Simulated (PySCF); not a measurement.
NICS in isomers of C7H10OSSi.

Probes without a nucleus sit at each ring's centroid and 1 Å off its mean plane on both sides; NICS is minus the shielding there, NICSzz its component along the normal. Level: GIAO PBE0/pcSseg-1 (PySCF, non-relativistic, gas phase) on the GFN2-xTB geometries, one conformer each. Atom numbers follow the mapped SMILES.

Problem. Order these rings by mean NICS(1)zz, lowest (most negative) first (ppm).
A. ring C1–C2–O3–C4–C10 in `[cH:1]1[cH:2][o:3][c:4]([Si@H:5]2[CH2:6][CH2:7][CH2:8][S:9]2)[cH:10]1`
B. ring C3–C4–C5–C6–C9–C10 in `[CH3:1][O:2][c:3]1[cH:4][cH:5][c:6]([S:7][SiH3:8])[cH:9][cH:10]1`
C. ring C2–S3–C4–C5–C6 in `[CH3:1][c:2]1[s:3][cH:4][cH:5][c:6]1/[CH:7]=[CH:8]\[O:9][SiH3:10]`

Solution. A (-27.6), B (-26.1), C (-23.5).

```csv
SMILES,ring,NICS(0),NICS(1),NICS(1)zz,HOMA,rms pucker (Å),ring atoms with four or more neighbours
c1coc([Si@H]2CCCS2)c1,5-membered ring with O; formal bonds all aromatic,-11.7,-10.8,-27.6,0.49,0.00,0
COc1ccc(S[SiH3])cc1,6-membered carbocycle; formal bonds all aromatic,-9.4,-10.9,-26.1,0.99,0.00,0
Cc1sccc1/C=C\O[SiH3],5-membered ring with S; formal bonds all aromatic,-11.8,-10.6,-23.5,0.76,0.00,0
```

NICS(0) gives another order. The isotropic NICS(1) gives another order. HOMA uses Krygowski's 1993 parameters. NICS(1) and NICS(1)zz are means over the two faces.
